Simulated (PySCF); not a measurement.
## LuH3(H2O): from a saddle point downhill

PySCF 2.14.0, RKS PBE0, Lu lcecp-1-SVP with ECP60, H def2-SVP, O def2-SVP; non-relativistic Hamiltonian with scalar-relativistic core potentials where named; density fitting; no spin-orbit coupling. Relaxed within the symmetry of its start, the geometry (Cs) is

```xyz
7

Lu    0.1159   -0.1265    0.1265
H     0.9678    1.4715    0.9403
H    -0.9743   -1.2919    1.2919
H     0.9678   -0.9403   -1.4715
O    -1.1825    1.2260   -1.2260
H    -1.1547    2.1830   -1.0798
H    -1.1547    1.0798   -2.1830
```

and its lowest harmonic modes are -65, 161, 229, 277, 347, 390 cm⁻¹ (negative: unstable). It was moved along the lowest mode and relaxed again.

Problem. Where does it end, and how much lower?

Solution. In C1, 0.002 eV lower, after 5 steps:
```xyz
7

Lu    0.1132   -0.1302    0.1234
H     0.7887    1.6050    0.8279
H    -0.9765   -1.2713    1.3121
H     1.1495   -1.0172   -1.3110
O    -1.1745    1.2315   -1.2219
H    -0.9552    2.1589   -1.0385
H    -1.3600    1.1517   -2.1670
```

Problem. How do the contacts change?

Solution. 
| contact | saddle (Å) | end (Å) |
| --- | --- | --- |
| Lu1–H2 (H) | 1.985 | 1.991 |
| Lu1–H3 (H) | 1.976 | 1.976 |
| Lu1–H4 (H) | 1.985 | 1.979 |
| Lu1–O5 (H2O) | 2.312 | 2.307 |


Problem. Is the end a minimum?

Solution. Yes, as far as the noise of the softest modes lets one tell (those above −25 cm⁻¹ count as noise); lowest modes 26, 128, 235, 277, 347, 386 cm⁻¹.

An lcecp potential fixes the number of 4f electrons, so in runs with it no electron can move into or out of that shell.

State: singlet in the valence, with the 4f electrons in the core potential.
